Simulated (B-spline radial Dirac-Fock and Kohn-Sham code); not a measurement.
## Photoionisation of titanium ions at Ag Kα (22162.9 eV)

Method: independent-particle photoionisation in a Dirac-Hartree-Slater potential with a Latter tail, all multipoles, thresholds from Dirac-Fock ΔSCF. Computed with a B-spline atomic structure program. Cross sections in kb; a dash marks an empty subshell or a threshold above the photon energy.

```csv
ion,configuration,total,2s,2p1/2,3p1/2,3p3/2,4s
Ti,[Ar] 3d2 4s2,0.9085,0.0641,0.00421,0.000538,0.000977,0.000742
Ti⁸⁺,[Ne] 3s2 3p2,0.9115,0.0649,0.00428,0.000261,0.000478,–
Ti¹³⁺,[He] 2s2 2p5,0.9039,0.0688,0.00387,–,–,–
Ti¹⁷⁺,[He] 2s2 2p1,0.9121,0.0788,0.000945,–,–,–
```
